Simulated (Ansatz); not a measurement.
Mulliken charges of CH₄FNOSi (`OC1(F)N[SiH2]1`) from B3LYP/def2-TZVPP in Ansatz (PBE0-D4/def2-TZVP geometry).

```csv
atom,x (Å),y (Å),z (Å),charge (e)
O1,1.078,1.461,0.269,-0.299
C2,0.610,0.235,-0.086,0.327
F3,1.559,-0.430,-0.841,-0.231
N4,-0.703,0.147,-0.658,-0.360
Si5,-0.643,-0.794,0.796,0.354
H6,0.997,2.052,-0.491,0.177
H7,-0.806,-0.106,-1.631,0.141
H8,-0.496,-2.264,0.717,-0.056
H9,-1.509,-0.348,1.908,-0.052
```

Q: By hand: the dipole of these point charges (1 e Å = 4.8032 D).

A: Σ q r = (-0.288, -0.102, 0.148) e Å, of length 0.339 e Å = 1.63 D.

Q: How does the dipole of the full density compare? (An estimate is asked.)

A: Computed: (-0.371, -0.097, -0.124) e Å, 1.94 D; the point charges give 0.84 times that, at 44° from its direction.

Point charges leave out the atoms' own dipoles, such as those of lone pairs, and Mulliken's split depends on the basis, so the two needn't agree.

B3LYP here is the variant with VWN-RPA as its local correlation; programs differ in this.
